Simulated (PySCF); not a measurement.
Dipole moment and polarisability of `C=C[C@@H]1BCCC1`

Species: C₆H₁₁B.
Geometry (PBE0-D3(BJ)/def2-SVP, Å), atoms numbered from 1 in this order:
```xyz
18
C6H11B angstrom
C      2.9531   -0.1838   -0.4480
C      1.7108    0.2527   -0.6670
C      0.4910   -0.1236    0.1005
B     -0.5895   -1.0758   -0.5439
C     -1.9908   -0.6138   -0.0237
C     -1.6822    0.4041    1.0829
C     -0.3485    1.0338    0.6772
H      3.1795   -0.8772    0.3685
H      3.7880    0.1281   -1.0804
H      1.5435    0.9547   -1.4953
H      0.7926   -0.7817    0.9526
H     -0.3584   -1.9913   -1.2988
H     -2.3993   -0.0854   -0.9155
H     -2.7373   -1.3843    0.2219
H     -1.5586   -0.1273    2.0429
H     -2.4766    1.1510    1.2387
H      0.1546    1.5609    1.5034
H     -0.5157    1.7830   -0.1183
```

Level: wB97X-D/def2-SVPD (PySCF), static field, nuclei fixed, core orbitals frozen in the response. The polarisability tensor in these axes (au):

```
x   105.08  -2.12  -4.36
y    -2.12  75.55   3.17
z    -4.36   3.17  73.32
```

**Question.** Give the principal values, the mean and the anisotropy Δα = √{½[(α1 − α2)² + (α2 − α3)² + (α1 − α3)²]}.

**Answer.** Principal values 70.91, 77.17 and 105.88 au; mean 84.65 au = 12.54 Å³ = 13.96 × 10⁻⁴⁰ C²·m²/J; Δα = 32.30 au (38 % of the mean).

**Question.** What is the dipole moment, and where does it point?

**Answer.** (-0.74, 0.25, 0.34) D, 0.85 D in size, pointing from the negative to the positive side. Measured along this direction, the outermost atoms are H9 at the negative end and H16 at the positive end.

**Question.** Find the Langevin capture rate constant for H3+ (3.023 u) meeting this molecule (94.095 u), k = 2.342 × 10⁻⁹ cm³/s × √(α in Å³ / reduced mass in u).

**Answer.** The reduced mass is 2.93 u, so k = 4.85 × 10⁻⁹ cm³/s. The formula leaves out the permanent dipole, which adds to the capture rate.

**Question.** What depolarisation ratio follows for Rayleigh scattering of linearly polarised light, taking the static tensor?

**Answer.** ρ = 3Δα²/(45ᾱ² + 4Δα²) = 3129.6/(322460 + 4172.8) = 0.00958.

**Question.** Along which axes do the principal values lie, and how far do the nuclei extend along each?

**Answer.** Largest value along (0.99, -0.08, -0.14), where the nuclei span 6.59 Å; middle along (0.15, 0.84, 0.53), 4.52 Å; least along (0.07, -0.54, 0.84), 3.32 Å. The response follows the extents in order.

**Question.** Form Σ f/ω² (atomic units) for the 10 lowest TDDFT singlets, given as eV and f, and set it beside the mean polarisability, which is this sum over all singlets: 5.28, 0.0108; 6.30, 0.0021; 7.03, 0.0720; 7.15, 0.3676; 7.26, 0.0407; 7.56, 0.0234; 7.62, 0.0834; 7.80, 0.0066; 7.89, 0.0048; 7.91, 0.0031.

**Answer.** They add up to 8.84 au, 10.4 % of the 84.65 au; the largest single term is 5.32 au, from the state at 7.15 eV. Terms in order: 0.29, 0.04, 1.08, 5.32, 0.57, 0.30, 1.06, 0.08, 0.06, 0.04 au. Higher excitations give the rest. The strengths listed sum to 0.614.

**Question.** In a dilute gas of rigid molecules at 273 K, how does the orientational term μ²/3kT compare with the electronic polarisability?

**Answer.** In Gaussian units μ²/3kT = 6.42 Å³ against 12.54 Å³, a ratio of 0.51; the Debye molar polarisation (4π/3)N_A(α + μ²/3kT) is 47.8 cm³/mol, leaving out the vibrational part.

The structure is a single PBE0-D3(BJ)/def2-SVP conformer in the gas phase; no vibrational or solvent corrections.
